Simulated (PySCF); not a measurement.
## Working with the constants of BeSn⁻

UHF-CCSD(T) constants of BeSn⁻, ⁴Σ⁻ (quartet), unpaired electrons σ ↑, π ↑↑ (PySCF, scalar-relativistic core potentials, basis sets Be def2-SVPD, Sn def2-SVPD with ECP28; masses 9.0122 and 119.9022 u):

```
ωe              : 352.3 cm⁻¹
ωexe            : 5.31 cm⁻¹
Be              : 0.31916 cm⁻¹
αe              : 0.00508 cm⁻¹
D (centrifugal) : 1.05e-06 cm⁻¹
De to Be + Sn⁻  : 0.91 eV
```

(1) Give the vibrational terms G(v) and spacings up to v = 6.

(2) How well does the Morse estimate ωe²/(4ωexe) reproduce De, and what is D0?

Correlated steps freeze 4 core orbitals. Correlated levels converge slowly with the basis: in double zeta they bind strong bonds too weakly, by up to about 1 eV, and carry superposition errors of some tenths. Spin–orbit coupling is left out, which matters for elements this heavy, above all for dissociation energies. For an ion De counts to the pair picked by the measured ionisation energies or electron affinities, which need not be the lowest pair at this level. The state was picked by a PBE0 search and need not be the measured ground state.

Results:

(1) G(v) = ωe(v+½) − ωexe(v+½)².

```tsv
v	G(v) (cm⁻¹)	G(v) − G(v−1)	Bv (cm⁻¹)
0	175		0.3166
1	517	342	0.3115
2	848	331	0.3065
3	1168	320	0.3014
4	1478	310	0.2963
5	1777	299	0.2912
6	2066	289	0.2861
```

(2) It gives 0.72 eV, 80 % of the computed De. D0 = De − G(0) = 0.91 − 0.02 = 0.89 eV.
